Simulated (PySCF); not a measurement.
C4H4ClF, SMILES C=C(Cl)/C=C\F. Atoms are numbered in the order given.

```xyz
10

C      1.0934    -1.9834     0.0000
C      0.4592    -0.8015     0.0000
Cl    -1.2787    -0.7756     0.0000
C      1.1653     0.4710     0.0000
C      0.7024     1.7266     0.0000
F     -0.5709     2.0742     0.0000
H      0.5412    -2.9235     0.0000
H      2.1850    -2.0158     0.0000
H      2.2553     0.3887     0.0000
H      1.3727     2.5914     0.0000
```
Charge 0, spin multiplicity 1.

Geometry: PBE0-D3(BJ)/def2-SVP. The structure was generated by enumeration; whether it is a known compound was not checked. Other conformers were not sampled.

All values below come from PBE/pcSseg-1 (PySCF).

GIAO shieldings, no solvent; atoms listed in one row are averaged. δ = σ(ref) − σ: ¹³C against TMS (σ = 182.0 ppm); ³⁵Cl against HCl (σ = 936.5 ppm); ¹⁹F against CFCl3 (σ = 133.6 ppm); ¹H against TMS (σ = 31.49 ppm), references at their B3LYP-D3(BJ)/def2-TZVP geometries, non-relativistic (without spin–orbit terms, shifts of atoms bonded to Cl or Br come out too high).

Task: Estimate the chemical shifts. (An estimate is asked for; the answer gives what the named calculation found.)

Result: 
| nucleus | atoms | count | δ (ppm) |
|---|---|---|---|
| ¹³C | C5 | 1 | 158.0 |
| ¹³C | C2 | 1 | 148.2 |
| ¹³C | C1 | 1 | 121.1 |
| ¹³C | C4 | 1 | 115.9 |
| ³⁵Cl | Cl3 | 1 | 271.6 |
| ¹⁹F | F6 | 1 | -122.8 |
| ¹H | H10 | 1 | 6.76 |
| ¹H | H8 | 1 | 5.59 |
| ¹H | H7 | 1 | 5.48 |
| ¹H | H9 | 1 | 5.39 |
